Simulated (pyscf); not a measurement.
Single points on ωB97X-D3(BJ)/def2-SVPD structures (PySCF, gas phase). MP2 and CC: frozen core, UHF for open shells. ΔMP2 is the change of the MP2 total energy from the triple- to the quadruple-zeta basis.

### Question
For the elementary gas-phase step H₂C=CH–CH₂⁻ -> cyclic C₃H₅- (SMILES [CH-]1CC1) (singlet surface; none broken, C–C formed), what barrier and reaction energy does CCSD(T)/def2-TZVPPD + ΔMP2(QZVPPD) give, measured from the reactant's lowest minimum found?

### Answer
ΔE‡ = 59.2 kcal/mol, ΔE = +29.3 kcal/mol. Zero-point energy shifts the barrier by -1.1 kcal/mol. It is a ring closure, with an imaginary mode of 854i cm⁻¹. One saddle was located; it need not be the lowest between these sides. The CCSD(T) − MP2 part came from Ansatz, without density fitting, on the same reference.
